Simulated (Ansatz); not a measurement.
**Which method gave which barrier?**

Saddle point of BH₂BrCl₂, closed shell (BBrCl₂ ([Cl][B]([Cl])[Br]) + H₂ → BHCl₂ ([Cl][BH][Cl]) + HBr; bonds formed: B1–H6, Br2–H5; bonds broken: B1–Br2, H5–H6), PBE0-D4/def2-TZVP structure:

| atom | x (Å) | y (Å) | z (Å) |
| --- | --- | --- | --- |
| B1 | 0.0001 | -0.3741 | 0.1315 |
| Br2 | 1.0643 | 1.5667 | -0.4922 |
| Cl3 | 0.3700 | -1.6270 | -1.0405 |
| Cl4 | 0.2100 | -0.6077 | 1.8583 |
| H5 | -0.4852 | 0.9147 | -0.3484 |
| H6 | -1.1593 | 0.1274 | -0.1088 |

Ansatz 0.2.0; basis: def2-TZVPP, with def2-QZVPP for the basis limit; cores frozen in the correlated methods. Filled d shells of the heavier atoms are correlated. The def2 sets are not built for correlating such inner shells, so the correlated values are less sure here. Extrapolation: Hartree–Fock as exp(−7.88 √X), correlation as X^−2.97. Four methods, as single points on the PBE0-D4 structures, gave these electronic barriers from the start structure: 29.40, 31.94, 35.78, 47.89 kcal/mol.

(1) The methods were, in alphabetical order, BLYP-D4, CCSD(T), HF, PBE0-D4. Which gave which? (Judge from chemistry; the calculation decides.)

The T1 diagnostic stays at or below 0.011. The end structure is not quite a true minimum (one mode of 46i cm⁻¹).

Answers

(1) The calculation gives: PBE0-D4 29.40; BLYP-D4 31.94; CCSD(T) 35.78; HF 47.89 kcal/mol. For comparison, CCSD(T) at an estimated basis limit (MP2 extrapolated from triple and quadruple zeta, plus CCSD(T) − MP2 in triple zeta) gives 35.21 kcal/mol.

Labels in which every atom is bracketed show which atoms are joined, not bond orders.

For scale, one of the runs: CCSD(T)/def2-TZVPP, 191 basis functions, launched by `ansatz run in.yaml --threads 4 --pin off --events-out ev --progress --plain --max-ram 9574MiB`. The run took 58 s on 4 CPU threads of an Arm Neoverse V2 (shared host), with 2 GiB of host memory at its peak.
